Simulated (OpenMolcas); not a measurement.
V3+ in tetrahedral coordination: ligands and hosts compared

```yaml
Program: OpenMolcas
Method: SS-CASPT2, IPEA 0.25 Eh, imaginary shift 0.1 Eh
Active_space: 2 electrons in 5 orbitals (3d)
Spin-orbit_coupling: RASSI with atomic mean-field integrals over the reference wave functions
```

Distances were set from a Shannon-type radius of the metal (high-spin where two are listed) plus a fixed donor radius (Cl 1.76, O 1.38, F 1.31 Å). Anionic complexes are neutralised by point charges, and hosts are embedded clusters. Ligand basis ANO-RCC-VDZP. States (labels of Td). Energies in cm-1 above the lowest state or level, χT in cm3 K/mol.

```csv
Ligand or host,R (Å),Metal basis,Outer charge (e at Å behind ligand),Ground state,First state of that spin,First gap with spin-orbit (degeneracies),χT at 300 K,First state of another spin
Cl,2.27,ANO-RCC-VDZP,0.25 at 2.6,3A2,3T2 4980,"4940 (3, 1)",0.971,1E 9260
O,1.89,ANO-RCC-VDZP,1.2 at 3.2,3A2,3T2 5210,"5150 (3, 1)",0.967,1E 10170
F,1.82,ANO-RCC-VTZP,0.25 at 3.2,3A2,3T2 7450,"7390 (3, 1)",0.978,1E 10540
```

The rows also differ in their metal basis and outer charges, so part of each step comes from that.

The first state of the same spin rises in the order Cl < O < F, by a factor of 1.50 from first to last.

Roots that are degenerate in the reference are averaged as groups; the widest CASPT2 spread within a group is 820 cm-1 (the 3-fold group of multiplicity 1 near 19600 cm-1 above the lowest state of its run, O). Shifts and gaps below about the spread of the groups concerned are not significant. Over all roots computed the reference weight is 0.72 to 0.74 in Cl, 0.69 to 0.71 in O; a low but even weight reflects the number of correlated electrons. Ligand-to-metal charge-transfer states are missing. With no ligand orbital active B as a rule stays too high, so bands that hang on it stand too high and its fall with covalency is understated. With one d shell and no ligand orbital active, 10Dq can be off by a tenth or more. These CASPT2 states fit no ligand-field parameters well, so their order and spin gaps are uncertain (holds for Cl; O). The oxide ions are held by bare point charges, a crude embedding (holds for O). No measured value stands beside these numbers; the geometry was imposed, not optimised, and the real ion may take another.
